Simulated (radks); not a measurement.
Isoelectronic series with 47 electrons, each ion in its NIST ground configuration. Calculated with a radial shooting solver on a logarithmic mesh with Libxc functionals: scalar-relativistic Kohn-Sham, SCAN, spin-unpolarised, spherical densities, finite nucleus; meta-GGA in the generalised Kohn-Sham scheme; Fermi nuclear charge, rms radius of each element as measured or else 0.836 A^(1/3) + 0.57 fm. Total energies (hartree) and mean radii <r> (bohr):

ion    configuration  E (hartree)      4d      4p      4s      3d
Ag     [Kr] 4d10 5s1  -5317.03658   1.413   1.003  0.9148  0.3458
In2+   [Kr] 4d10 5s1  -5881.79505   1.163  0.9225  0.8501  0.3243
Sn3+   [Kr] 4d10 5s1  -6176.38852   1.079  0.8856  0.8201  0.3146
Sb4+   [Kr] 4d10 5s1  -6479.14473   1.010  0.8510  0.7915  0.3054
Te5+   [Kr] 4d10 5s1  -6790.09299  0.9516  0.8187  0.7646  0.2967
I6+    [Kr] 4d10 5s1  -7109.27266  0.9009  0.7886  0.7392  0.2885
Xe7+   [Kr] 4d10 5s1  -7436.71530  0.8565  0.7606  0.7152  0.2808
Cs8+   [Kr] 4d10 5s1   -7772.4646  0.8169  0.7344  0.6926  0.2734
Ba9+   [Kr] 4d10 5s1   -8116.5647  0.7814  0.7099  0.6712  0.2664
La10+  [Kr] 4d10 5s1   -8469.0646  0.7492  0.6869  0.6510  0.2597
Ce11+  [Kr] 4d10 5s1   -8830.0133  0.7200  0.6654  0.6319  0.2534
Pr12+  [Kr] 4d10 5s1   -9199.4629  0.6931  0.6452  0.6138  0.2474
Nd13+  [Kr] 4d10 5s1   -9577.4676  0.6684  0.6262  0.5966  0.2416
Pm14+  [Kr] 4d10 5s1   -9964.0791  0.6455  0.6082  0.5804  0.2361
Sm15+  [Kr] 4d10 4f1  -10359.6009  0.6289  0.5942  0.5672  0.2308
Eu16+  [Kr] 4d10 4f1  -10763.9148  0.6089  0.5781  0.5524  0.2257
Gd17+  [Kr] 4d10 4f1  -11177.0422  0.5902  0.5627  0.5383  0.2209
Tb18+  [Kr] 4d10 4f1  -11599.0990  0.5727  0.5482  0.5248  0.2163
Dy19+  [Kr] 4d10 4f1  -12030.0237  0.5562  0.5344  0.5119  0.2118
Ho20+  [Kr] 4d10 4f1  -12470.0338  0.5408  0.5212  0.4996  0.2075
Er21+  [Kr] 4d10 4f1  -12919.1153  0.5262  0.5087  0.4878  0.2034
Tm22+  [Kr] 4d10 4f1  -13377.4036  0.5123  0.4967  0.4765  0.1995

Estimate the row of Cd+ ([Kr] 4d10 5s1).

Answer. E (hartree) -5595.34493; 4d 1.269; 4p 0.9616; 4s 0.8818; 3d 0.3347.
